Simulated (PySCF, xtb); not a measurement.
F4S, SMILES FS(F)(F)F (connectivity only; charge and spin as stated), charge +1, multiplicity 2. Atoms are numbered in the order given.

```xyz
5

F      1.1943     0.0000     0.7072
S      0.0000     0.0000    -0.2403
F      0.0000    -1.5652    -0.4936
F      0.0000     1.5652    -0.4936
F     -1.1943     0.0000     0.7072
```
Charge +1, spin multiplicity 2.

The structure is a stationary point at PBE0-D3(BJ)/def2-SVP. The spin state was assumed, not searched.

Level of theory: C-PCM-B3LYP/def2-SVP run with PySCF.

The values are the electrostatic part of the solvation free energy, E(continuum) − E(gas) at the gas-phase geometry, in a cavity of scaled van der Waals radii (PySCF's table); cavitation and dispersion terms are not included.

| solvent | ε | ΔG(elec) (kcal/mol) |
|---|---|---|
| water | 78.36 | -68.9 |
| dimethylsulfoxide | 46.83 | -68.3 |
| N,N-dimethylformamide | 37.22 | -67.9 |

For comparison, GFN2-xTB/ALPB(water) (xtb, at the GFN2-xTB geometry, all terms of that model) gives -73.4 kcal/mol.
